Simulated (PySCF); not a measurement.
C3H8N, doublet, geometry from GFN2-xTB; HF/STO-3G (PySCF).

The PySCF input:
```python
from pyscf import gto, scf

mol = gto.Mole()
mol.atom = '''
    C     1.34391694    0.82392157    0.32683444
    C     0.80086105   -0.32621365   -0.44237051
    N    -0.58284371   -0.48432599   -0.58069094
    C    -1.45477487   -0.13634064    0.51433112
    H     1.05167588    0.77492619    1.37762032
    H     2.42975913    0.81028581    0.27590602
    H     1.00118088    1.79291133   -0.06179496
    H     1.35867908   -0.68462997   -1.29216344
    H    -0.82451713   -1.36808934   -1.01081738
    H    -1.27452048   -0.73379663    1.41904692
    H    -2.48783733   -0.28398791    0.20137596
    H    -1.31453271    0.91445877    0.76289297
'''
mol.basis = 'sto-3g'
mol.spin = 1
mol.verbose = 4
mol.build()

mf = scf.UHF(mol)
mf.kernel()
mf.analyze()
```

Output, abridged:

```
PySCF version 2.14.0

[INPUT] verbose = 4
[INPUT] num. atoms = 12
[INPUT] num. electrons = 33
[INPUT] charge = 0
[INPUT] spin (= nelec alpha-beta = 2S) = 1
[INPUT] symmetry False subgroup None
[INPUT] Mole.unit = angstrom
[INPUT] Symbol           X                Y                Z      unit          X                Y                Z       unit  Magmom
[INPUT]  1 C      1.343916940000   0.823921570000   0.326834440000 AA    2.539634950764   1.556986115422   0.617627579676 Bohr   0.0
[INPUT]  2 C      0.800861050000  -0.326213650000  -0.442370510000 AA    1.513408048332  -0.616454456595  -0.835959109484 Bohr   0.0
[INPUT]  3 N     -0.582843710000  -0.484325990000  -0.580690940000 AA   -1.101414985325  -0.915243476109  -1.097346839616 Bohr   0.0
[INPUT]  4 C     -1.454774870000  -0.136340640000   0.514331120000 AA   -2.749126077200  -0.257646469248   0.971944954141 Bohr   0.0
[INPUT]  5 H      1.051675880000   0.774926190000   1.377620320000 AA    1.987379385011   1.464398265853   2.603325108436 Bohr   0.0
[INPUT]  6 H      2.429759130000   0.810285810000   0.275906020000 AA    4.591579304361   1.531218263521   0.521386813919 Bohr   0.0
[INPUT]  7 H      1.001180880000   1.792911330000  -0.061794960000 AA    1.891957664351   3.388111379330  -0.116775550278 Bohr   0.0
[INPUT]  8 H      1.358679080000  -0.684629970000  -1.292163440000 AA    2.567531352376  -1.293763139969  -2.441835009776 Bohr   0.0
[INPUT]  9 H     -0.824517130000  -1.368089340000  -1.010817380000 AA   -1.558111560712  -2.585314166537  -1.910168010150 Bohr   0.0
[INPUT] 10 H     -1.274520480000  -0.733796630000   1.419046920000 AA   -2.408494647349  -1.386674661829   2.681610036708 Bohr   0.0
[INPUT] 11 H     -2.487837330000  -0.283987910000   0.201375960000 AA   -4.701331196169  -0.536659372588   0.380545412471 Bohr   0.0
[INPUT] 12 H     -1.314532710000   0.914458770000   0.762892970000 AA   -2.484106803682   1.728076627507   1.441658775656 Bohr   0.0

nuclear repulsion = 127.463298833684
number of shells = 20
number of NR pGTOs = 84
number of NR cGTOs = 28
basis = sto-3g
ecp = {}

******** <class 'pyscf.scf.uhf.UHF'> ********
method = UHF
initial guess = minao
damping factor = 0
level_shift factor = 0
DIIS = <class 'pyscf.scf.diis.CDIIS'>
diis_start_cycle = 1
diis_space = 8
diis_damp = 0
SCF conv_tol = 1e-09
SCF conv_tol_grad = None
SCF max_cycles = 50
direct_scf = True
direct_scf_tol = 1e-13
number electrons alpha = 17  beta = 16
Set gradient conv threshold to 3.16228e-05
init E= -171.153828840962

cycle= 1 E= -170.518633167543  delta_E= 0.635  |g|= 0.185  |ddm|=  2.9
cycle= 2 E= -170.551011240676  delta_E= -0.0324  |g|= 0.0567  |ddm|= 0.329
cycle= 3 E= -170.555533775707  delta_E= -0.00452  |g|= 0.0251  |ddm|= 0.126
cycle= 4 E= -170.556691440897  delta_E= -0.00116  |g|= 0.012  |ddm|= 0.0627
cycle= 5 E= -170.557069736845  delta_E= -0.000378  |g|= 0.00375  |ddm|= 0.0467
cycle= 6 E= -170.557099323072  delta_E= -2.96e-05  |g|= 0.00126  |ddm|= 0.0149
cycle= 7 E= -170.557102146094  delta_E= -2.82e-06  |g|= 0.000488  |ddm|= 0.0037
cycle= 8 E= -170.557102624312  delta_E= -4.78e-07  |g|= 0.000172  |ddm|= 0.00177
cycle= 9 E= -170.557102680509  delta_E= -5.62e-08  |g|= 5.95e-05  |ddm|= 0.000623
cycle= 10 E= -170.557102687193  delta_E= -6.68e-09  |g|= 2.48e-05  |ddm|= 0.00019
cycle= 11 E= -170.557102688516  delta_E= -1.32e-09  |g|= 5.83e-06  |ddm|= 9.96e-05
cycle= 12 E= -170.55710268858  delta_E= -6.41e-11  |g|= 1.93e-06  |ddm|= 2.05e-05
Extra cycle  E= -170.557102688585  delta_E= -4.49e-12  |g|= 1.18e-06  |ddm|= 3.52e-06
converged SCF energy = -170.557102688585  <S^2> = 0.75903731  2S+1 = 2.009017
**** SCF Summaries ****
Total Energy =                        -170.557102688584621
Nuclear Repulsion Energy =             127.463298833684277
One-electron Energy =                 -483.421369989111042
Two-electron Energy =                  185.400968466842102
Two-electron Coulomb Energy =          210.560040914564979
DFT Exchange-Correlation Energy =      -25.159072447722878
**** MO energy ****
                             alpha | beta                alpha | beta
MO #1   energy= -15.3234303744728  | -15.3206375052366  occ= 1 | 1
MO #2   energy= -11.0745615255583  | -11.0747289175991  occ= 1 | 1
MO #3   energy= -11.0324064997881  | -11.0356726928115  occ= 1 | 1
MO #4   energy= -11.0185620832691  | -10.9908465074169  occ= 1 | 1
MO #5   energy= -1.16283216020712  | -1.14249352713731  occ= 1 | 1
MO #6   energy= -0.963383878860219 | -0.939449232015155 occ= 1 | 1
MO #7   energy= -0.87991266767296  | -0.875182425072651 occ= 1 | 1
MO #8   energy= -0.746584363558413 | -0.704739862566463 occ= 1 | 1
MO #9   energy= -0.63658872980952  | -0.628035838476548 occ= 1 | 1
MO #10  energy= -0.583751109933527 | -0.56322547099913  occ= 1 | 1
MO #11  energy= -0.55433576392309  | -0.539350851843473 occ= 1 | 1
MO #12  energy= -0.528897001211152 | -0.512887216193402 occ= 1 | 1
MO #13  energy= -0.513715508339318 | -0.510581310004305 occ= 1 | 1
MO #14  energy= -0.465760774666112 | -0.460558604590818 occ= 1 | 1
MO #15  energy= -0.453807398740211 | -0.445110813704015 occ= 1 | 1
MO #16  energy= -0.408821275876705 | -0.316178189111008 occ= 1 | 1
MO #17  energy= -0.212404164306954 | 0.344969386531476  occ= 1 | 0
MO #18  energy= 0.603657038534824  | 0.614340140276175  occ= 0 | 0
MO #19  energy= 0.631861344661858  | 0.648995963234157  occ= 0 | 0
MO #20  energy= 0.656463951232379  | 0.662220031605906  occ= 0 | 0
MO #21  energy= 0.680140952410038  | 0.694177623065829  occ= 0 | 0
MO #22  energy= 0.706238375479437  | 0.719096267792163  occ= 0 | 0
MO #23  energy= 0.715473250716309  | 0.730122300543609  occ= 0 | 0
MO #24  energy= 0.726430828321021  | 0.732670538925754  occ= 0 | 0
MO #25  energy= 0.764735216369137  | 0.767558018666248  occ= 0 | 0

To work with the spin densities directly, `use mulliken_meta_spin()` only printing them here.

 ** Mulliken spin pop alpha/beta on meta-lowdin orthogonal AOs **
 ** Mulliken Spin Density (per AO)  **
spin_pop of  0 C 1s        0.00000
spin_pop of  0 C 2s       -0.01617
spin_pop of  0 C 2px      -0.01344
spin_pop of  0 C 2py      -0.03965
spin_pop of  0 C 2pz      -0.02451
spin_pop of  1 C 1s       -0.00003
spin_pop of  1 C 2s        0.10095
spin_pop of  1 C 2px       0.06418
spin_pop of  1 C 2py       0.45351
spin_pop of  1 C 2pz       0.36678
spin_pop of  2 N 1s       -0.00000
spin_pop of  2 N 2s        0.00436
spin_pop of  2 N 2px      -0.00614
spin_pop of  2 N 2py       0.03840
spin_pop of  2 N 2pz       0.04622
spin_pop of  3 C 1s        0.00000
spin_pop of  3 C 2s       -0.00083
spin_pop of  3 C 2px      -0.00066
spin_pop of  3 C 2py      -0.00107
spin_pop of  3 C 2pz      -0.00418
spin_pop of  4 H 1s        0.02214
spin_pop of  5 H 1s        0.00682
spin_pop of  6 H 1s        0.04527
spin_pop of  7 H 1s       -0.04956
spin_pop of  8 H 1s       -0.00070
spin_pop of  9 H 1s        0.00746
spin_pop of  10 H 1s       -0.00054
spin_pop of  11 H 1s        0.00138
 ** Mulliken Spin Density (per atom)  **
spin density of  0 C =     -0.09376
spin density of  1 C =      0.98539
spin density of  2 N =      0.08284
spin density of  3 C =     -0.00675
spin density of  4 H =      0.02214
spin density of  5 H =      0.00682
spin density of  6 H =      0.04527
spin density of  7 H =     -0.04956
spin density of  8 H =     -0.00070
spin density of  9 H =      0.00746
spin density of  10 H =     -0.00054
spin density of  11 H =      0.00138
 ** Mulliken pop alpha/beta on meta-lowdin orthogonal AOs **
 ** Mulliken pop       alpha | beta **
pop of  0 C 1s        0.99989 | 0.99989
pop of  0 C 2s        0.49602 | 0.51218
pop of  0 C 2px       0.51477 | 0.52821
pop of  0 C 2py       0.49090 | 0.53055
pop of  0 C 2pz       0.50599 | 0.53049
pop of  1 C 1s        0.99991 | 0.99994
pop of  1 C 2s        0.58390 | 0.48295
pop of  1 C 2px       0.47181 | 0.40763
pop of  1 C 2py       0.74194 | 0.28843
pop of  1 C 2pz       0.69592 | 0.32915
pop of  2 N 1s        0.99993 | 0.99993
pop of  2 N 2s        0.65019 | 0.64583
pop of  2 N 2px       0.55767 | 0.56381
pop of  2 N 2py       0.71240 | 0.67400
pop of  2 N 2pz       0.72473 | 0.67851
pop of  3 C 1s        0.99990 | 0.99990
pop of  3 C 2s        0.50537 | 0.50620
pop of  3 C 2px       0.49933 | 0.50000
pop of  3 C 2py       0.52347 | 0.52454
pop of  3 C 2pz       0.48055 | 0.48473
pop of  4 H 1s        0.49433 | 0.47219
pop of  5 H 1s        0.48443 | 0.47761
pop of  6 H 1s        0.50535 | 0.46008
pop of  7 H 1s        0.46563 | 0.51518
pop of  8 H 1s        0.44195 | 0.44265
pop of  9 H 1s        0.49279 | 0.48533
pop of  10 H 1s        0.48058 | 0.48112
pop of  11 H 1s        0.48037 | 0.47898
In total            17.00000 | 16.00000
 ** Mulliken atomic charges   ( Nelec_alpha | Nelec_beta ) **
charge of  0C =     -0.10889  (     3.00757      3.10133 )
charge of  1C =     -0.00157  (     3.49348      2.50809 )
charge of  2N =     -0.20699  (     3.64491      3.56208 )
charge of  3C =     -0.02398  (     3.00862      3.01536 )
charge of  4H =      0.03349  (     0.49433      0.47219 )
charge of  5H =      0.03796  (     0.48443      0.47761 )
charge of  6H =      0.03457  (     0.50535      0.46008 )
charge of  7H =      0.01919  (     0.46563      0.51518 )
charge of  8H =      0.11540  (     0.44195      0.44265 )
charge of  9H =      0.02187  (     0.49279      0.48533 )
charge of  10H =      0.03829  (     0.48058      0.48112 )
charge of  11H =      0.04065  (     0.48037      0.47898 )
Dipole moment(X, Y, Z, Debye): -0.27988, -0.57009,  0.44267
```
